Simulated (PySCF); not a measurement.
Compound: C6H15PS.
Geometry (PBE0-D3(BJ)/def2-SVP, Å), atoms numbered from 1 in this order:
```xyz
23
C6H15PS angstrom
C      2.8743    0.3621    0.6817
C      1.9643   -0.4344   -0.2385
P      0.4210   -0.9876    0.5828
S      0.7199   -2.0613    2.1897
C     -0.4848   -1.8685   -0.7457
C     -1.8408   -2.3864   -0.2954
C     -0.5441    0.5327    0.9335
C     -0.8578    1.4393   -0.2453
H      3.0450   -0.1933    1.6163
H      2.4370    1.3381    0.9432
H      3.8476    0.5510    0.2048
H      1.6971    0.1286   -1.1491
H      2.4569   -1.3652   -0.5645
H     -0.5642   -1.2008   -1.6205
H      0.1766   -2.7030   -1.0311
H     -2.5417   -1.5638   -0.0843
H     -2.2968   -3.0205   -1.0701
H     -1.7316   -2.9811    0.6240
H      0.0298    1.0558    1.7154
H     -1.4585    0.1748    1.4334
H     -1.4187    2.3256    0.0882
H      0.0557    1.8008   -0.7422
H     -1.4739    0.9311   -1.0028
```

The closed-shell ground state was solved at several levels (PySCF, density fitting, gas phase, non-relativistic).

| level | basis functions | total energy (Eh) | HOMO (eV) | LUMO (eV) | gap (eV) | dipole (D) |
| --- | --- | --- | --- | --- | --- | --- |
| PBE0/pcSseg-0 | 110 | -975.2681 | -6.12 | 1.31 | 7.43 | 5.17 |
| PBE0/def2-SVP | 195 | -976.2985 | -5.95 | 1.07 | 7.02 | 4.76 |
| PBE0/aug-cc-pVDZ | 327 | -976.7258 | -6.14 | -0.37 | 5.77 | 5.04 |

(1) What might PBE0/cc-pVDZ (195 basis functions) give for the same quantities?

(2) Over all these levels, which gives the widest orbital gap and which the narrowest?

(3) How much does the basis alone move the frontier levels among the 4 PBE0 rows (the withheld one included)?

(4) How far do the dipole and the HOMO energy spread over the levels?

## Answers

(1) Total energy -976.7054 Eh, HOMO -5.95 eV, LUMO 1.09 eV, gap 7.04 eV, dipole 4.90 D.

(2) PBE0/pcSseg-0 has the widest, 7.43 eV, and PBE0/aug-cc-pVDZ the narrowest, 5.77 eV. From the narrowest to the widest the HOMO moves by +0.02 eV and the LUMO by +1.68 eV.

(3) The HOMO by 0.19 eV and the LUMO by 1.68 eV. By rising basis size (HOMO, LUMO in eV): pcSseg-0 -6.12, 1.31; def2-SVP -5.95, 1.07; cc-pVDZ -5.95, 1.09; aug-cc-pVDZ -6.14, -0.37.

(4) The dipole runs from 4.76 to 5.17 D (mean 4.97 D) and the HOMO from -6.14 to -5.95 eV.

One conformer stands for the species.
